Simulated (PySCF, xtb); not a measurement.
Ge(F)2(Br)(OH) (BrF2GeHO), SMILES [Br][Ge]([F])([F])[OH]. One conformer was computed; it need not be the lowest.

Harmonic wavenumbers (cm⁻¹) from GFN2-xTB (xtb 6.7.1) at its own minimum, in rising order: 110, 122, 176, 181, 194, 241, 321, 477, 493, 614, 784, 3585.

Task: What does PySCF with PBE0-D3(BJ)/def2-SVP give at its own minimum? (Estimate from the structure and the level; the computed values follow.)

Result: 92, 154, 168, 235, 247, 259, 353, 727, 762, 785, 903, 3879. Paired by order, the mean absolute difference is 110 cm⁻¹ and the zero-point energies are 10.4 and 12.2 kcal/mol.
